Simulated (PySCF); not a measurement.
H₃F₂NOSi, singlet, at a GFN2-xTB geometry, atoms displaced at random by about 0.08 Å a coordinate; B3LYP/STO-3G, gradient (PySCF).

The PySCF input:
```python
from pyscf import gto, scf, dft

mol = gto.Mole()
mol.atom = '''
    N     1.729799   -0.164706    0.040988
    Si   -0.024338   -0.063212    0.179522
    O    -0.471722    1.541102    0.125232
    F    -0.624709   -0.808148    1.327365
    F    -0.538015   -0.798965   -1.385388
    H     2.167985    0.033031   -0.699774
    H     2.423792   -0.081666    0.902284
    H    -1.474215    1.764721    0.016000
'''
mol.basis = 'sto-3g'
mol.charge = 0
mol.spin = 0
mol.verbose = 4
mol.build()

mf = dft.RKS(mol)
mf.xc = 'b3lyp'
mf.conv_tol = 1e-4
mf.kernel()
g = mf.nuc_grad_method()
grad = g.kernel()
```

What the program printed (banner, timings and long lists left out):

```
PySCF version 2.14.0

[INPUT] verbose = 4
[INPUT] num. atoms = 8
[INPUT] num. electrons = 50
[INPUT] charge = 0
[INPUT] spin (= nelec alpha-beta = 2S) = 0
[INPUT] symmetry False subgroup None
[INPUT] Mole.unit = angstrom
[INPUT] Symbol           X                Y                Z      unit          X                Y                Z       unit  Magmom
[INPUT]  1 N      1.729799000000  -0.164706000000   0.040988000000 AA    3.268846360547  -0.311249231073   0.077456094394 Bohr   0.0
[INPUT]  2 Si    -0.024338000000  -0.063212000000   0.179522000000 AA   -0.045992154420  -0.119453367786   0.339247413334 Bohr   0.0
[INPUT]  3 O     -0.471722000000   1.541102000000   0.125232000000 AA   -0.891425386932   2.912260710019   0.236654182032 Bohr   0.0
[INPUT]  4 F     -0.624709000000  -0.808148000000   1.327365000000 AA   -1.180528917551  -1.527178388115   2.508356317333 Bohr   0.0
[INPUT]  5 F     -0.538015000000  -0.798965000000  -1.385388000000 AA   -1.016701000908  -1.509825033113  -2.618003896259 Bohr   0.0
[INPUT]  6 H      2.167985000000   0.033031000000  -0.699774000000 AA    4.096897892165   0.062419543621  -1.322381209091 Bohr   0.0
[INPUT]  7 H      2.423792000000  -0.081666000000   0.902284000000 AA    4.580303062912  -0.154326373689   1.705069646577 Bohr   0.0
[INPUT]  8 H     -1.474215000000   1.764721000000   0.016000000000 AA   -2.785862598726   3.334839376269   0.030235617993 Bohr   0.0

nuclear repulsion = 259.134557176813
number of shells = 20
number of NR pGTOs = 96
number of NR cGTOs = 32
basis = sto-3g
ecp = {}

******** <class 'pyscf.dft.rks.RKS'> ********
method = RKS
initial guess = minao
damping factor = 0
level_shift factor = 0
DIIS = <class 'pyscf.scf.diis.CDIIS'>
diis_start_cycle = 1
diis_space = 8
diis_damp = 0
SCF conv_tol = 0.0001
SCF conv_tol_grad = None
SCF max_cycles = 50
direct_scf = True
direct_scf_tol = 1e-13
XC library pyscf.dft.libxc version 7.1.2
    S. Lehtola, C. Steigemann, M. J. T. Oliveira, and M. A. L. Marques,  SoftwareX 7, 1–5 (2018)
XC functionals = b3lyp
    P. J. Stephens, F. J. Devlin, C. F. Chabalowski, and M. J. Frisch,  J. Phys. Chem. 98, 11623 (1994)
radial grids:
    Treutler-Ahlrichs [JCP 102, 346 (1995); DOI:10.1063/1.469408] (M4) radial grids

becke partition: Becke, JCP 88, 2547 (1988); DOI:10.1063/1.454033
pruning grids: <function nwchem_prune>
grids dens level: 3
symmetrized grids: False
atomic radii adjust function: <function treutler_atomic_radii_adjust>
small_rho_cutoff = 0
Set gradient conv threshold to 0.01
Initial guess from minao.
tot grids = 105112
init E= -613.282828648487
  HOMO = -0.350651146469832  LUMO = -0.0143564921107464  gap/eV = 9.15104
cycle= 1 E= -612.619150296395  delta_E= 0.664  |g|= 0.823  |ddm|=  3.5
  HOMO = 0.0217681168828567  LUMO = 0.243319396573404  gap/eV = 6.02872
cycle= 2 E= -612.670476963437  delta_E= -0.0513  |g|= 0.783  |ddm|= 2.49
  HOMO = -0.116492398144261  LUMO = 0.208296424456482  gap/eV = 8.83795
cycle= 3 E= -612.882201146498  delta_E= -0.212  |g|= 0.123  |ddm|=  1.3
  HOMO = -0.121974840626211  LUMO = 0.206548037254445  gap/eV = 8.93956
cycle= 4 E= -612.887858163985  delta_E= -0.00566  |g|= 0.0237  |ddm|= 0.248
  HOMO = -0.128375120155811  LUMO = 0.203355578451673  gap/eV = 9.02685
cycle= 5 E= -612.88808280554  delta_E= -0.000225  |g|= 0.00322  |ddm|= 0.0449
  HOMO = -0.127338671751243  LUMO = 0.203894050315462  gap/eV = 9.01330
cycle= 6 E= -612.888086132765  delta_E= -3.33e-06  |g|= 0.00168  |ddm|= 0.00798
  HOMO = -0.127870482648486  LUMO = 0.204020356181044  gap/eV = 9.03121
Extra cycle  E= -612.888085497461  delta_E= 6.35e-07  |g|= 0.00213  |ddm|= 0.00596
converged SCF energy = -612.888085497461

******** <class 'pyscf.grad.rks.Gradients'> for <class 'pyscf.dft.rks.RKS'> ********
unit = Eh/Bohr
grid_response = False
--------------- RKS gradients ---------------
         x                y                z
0 N     0.0982608566     0.0469853761    -0.2572098833
1 Si    -0.0516529902    -0.0251341984     0.1852074093
2 O     0.0064141025    -0.0266099169    -0.0036178912
3 F     0.0453596546     0.0625664619    -0.0974173430
4 F    -0.0165368143    -0.0286272117    -0.0685068264
5 H    -0.1091423601    -0.0522783960     0.1995497861
6 H     0.0425724964     0.0042093667     0.0442123160
7 H    -0.0151959318     0.0189633686    -0.0022602058
----------------------------------------------
```
